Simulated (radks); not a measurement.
All-electron atom: the molybdenum ion Mo+ in [Kr] 4d5 (the NIST ground configuration). Calculated with a radial shooting solver on a logarithmic mesh with Libxc functionals: Dirac Kohn-Sham, LDA (Slater exchange, Perdew-Wang correlation), spin-unpolarised, spherical densities, finite nucleus; open shells are shared between the two j in proportion to 2j + 1; Fermi nuclear charge, rms radius 4.4091 fm.

Radial electron density D(r) = 4 pi r^2 rho(r):

```
   r/bohr * D(r) (the largest magnitude, 64, reaches the edge; | marks zero)
 0.001198 |*
 0.001572 | *
  0.00208 |  *
  0.00273 |   *
 0.003583 |      *
 0.004741 |         *
 0.006223 |              *
 0.008168 |                    *
  0.01081 |                            *
  0.01419 |                                    *
  0.01862 |                                          *
  0.02444 |                                             *
  0.03234 |                                           *
  0.04245 |                                       *
  0.05572 |                                      *
  0.07372 |                                             *
  0.09676 |                                                      *
    0.127 |                                                     *
    0.168 |                                         *
   0.2206 |                                  *
   0.2895 |                                       *
   0.3831 |                                        *
   0.5028 |                          *
     0.66 |            *
   0.8733 |         *
    1.146 |         *
    1.505 |     *
    1.991 |  *
    2.613 |*
     3.43 *
    4.538 *
    5.957 *
```

D(r) has 4 maxima, at r = 0.0248, 0.109, 0.340, 1.00 bohr, and minima at 0.0498, 0.221, 0.846 bohr, inside which lie 2.05, 11.14, 29.31 electrons.
